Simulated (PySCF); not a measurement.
SMILES [SiH3]OCB at its GFN2-xTB optimised geometry (Å):

```
11

B      1.6213     0.0156     1.2760
C      0.9000    -0.5336     0.0000
O     -0.5075    -0.5336     0.0000
Si    -1.5435     0.7022     0.0000
H      2.7884     0.0059     1.2856
H      1.0136     0.4059     2.1905
H      1.2557     0.0109    -0.8887
H      1.2031    -1.5772    -0.1709
H     -2.7884    -0.0478    -0.0113
H     -1.4065     1.5772     1.1685
H     -1.3596     1.5436    -1.1907
```

Method: PySCF with PBE0/def2-TZVP. Cells within 0.4 Å of a nucleus heavier than hydrogen are left out (blank, or x).

Map of the electrostatic potential (hartree/e), clipped to [-0.08, 0.12] on the plane z = 1.0 Å:

```
|2222222222222222222222222|
|2222222222222222222222222|
|2222222222222223333322222|
|2222222222222233333332222|
|2222222222222333333333222|
|2222222222223333333333222|
|2222333344333333333333222|
|2223333599633344443333222|
|2223345999954445654332222|
|2222347999964569985332222|
|2222349999975699998533222|
|2222348999965799999973222|
|2222246999855899x99994322|
|2222234675445999999973222|
|2222222321124899997533222|
|2222222110002578874332222|
|2222221110002345544333222|
|2222221111112344443333322|
|2222222111112333433333332|
|2222222211222333333333332|
|2222222222222233333333332|
|2222222222222233333333322|
|2222222222222223333333222|
|2222222222222222333332222|
|2222222222222222222222222|
```
Scale: ten equal steps from -0.046 (start of '0') to 0.120 (end of '9'), in the order '0123456789'; x runs from -5.00 to 5.00, y from -5.00 (bottom) to 5.00 (top).
